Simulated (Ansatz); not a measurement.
Two isomers of C8H16: A = `CC(C)=CC(C)(C)C`, B = `C[C@H]1CC[C@H](C)CC1`.

Program: Ansatz. Geometries: PBE0-D4/def2-TZVP. ΔE: electronic, gas phase. CCSD(T)/CBS is the MP2 limit (def2-TZVPP, def2-QZVPP) plus CCSD(T) − MP2 in def2-TZVPP, frozen cores. Functionals use def2-TZVPP. B3LYP here is the variant with VWN-RPA as its local correlation; programs differ in this.

Q: Which is lower in electronic energy at CCSD(T)/CBS, and by how much? (Estimate.)

A: The calculation gave: B, by 21.1 kcal/mol.

Q: Give E(B) − E(A) in kcal/mol with CCSD(T)/def2-TZVPP, ωB97M-V, BLYP-D4, r2SCAN-D4, CCSD/def2-TZVPP, B3LYP-D4, MP2/def2-TZVPP. (Best estimate.)

A: Computed: CCSD(T)/def2-TZVPP -20.8, ωB97M-V -21.9, BLYP-D4 -14.7, r2SCAN-D4 -21.2, CCSD/def2-TZVPP -21.9, B3LYP-D4 -18.0, MP2/def2-TZVPP -21.9. None reverses the order clearly.

Largest T1 diagnostic: 0.009.

At CCSD(T), def2-SVP lies −1.9 kcal/mol from the extrapolated value and def2-TZVPP +0.2 kcal/mol. From PBE to PBE0 (25 % exact exchange), in def2-TZVPP and without D4, E(B) − E(A) moves by −3.6 kcal/mol.
